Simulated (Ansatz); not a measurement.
Compare A (`[GeH3][B]1O[SiH2]1`) with its isomer B (`[GeH3][SiH]1BO1`).

Computed with Ansatz on PBE0-D4/def2-TZVP structures; ΔE is electronic, products minus reactants. CCSD(T)/CBS is the MP2 limit (def2-TZVPP, def2-QZVPP) plus CCSD(T) − MP2 in def2-TZVPP, frozen cores. DFT in def2-TZVPP. B3LYP here is the variant with VWN-RPA as its local correlation; programs differ in this. For Ge outer-core shells are correlated without core-valence functions, which leaves a few kJ/mol of doubt a bond. Scalar relativity is left out up to krypton.

(1) Which is lower in electronic energy at CCSD(T)/CBS, and by how much? (Best estimate.)

(2) Give E(B) − E(A) in kcal/mol with CCSD(T)/def2-TZVPP, HF/def2-TZVPP, PBE0-D4, CCSD/def2-TZVPP, MP2/def2-TZVPP, ωB97M-V, B3LYP. (Estimate.)

Largest T1 diagnostic: 0.015.

Results:

(1) Ansatz gave: B, by 3.5 kcal/mol.

(2) The calculation gave: CCSD(T)/def2-TZVPP -3.0, HF/def2-TZVPP -3.5, PBE0-D4 -4.5, CCSD/def2-TZVPP -3.0, MP2/def2-TZVPP -3.1, ωB97M-V -3.9, B3LYP -3.9. None reverses the order clearly.
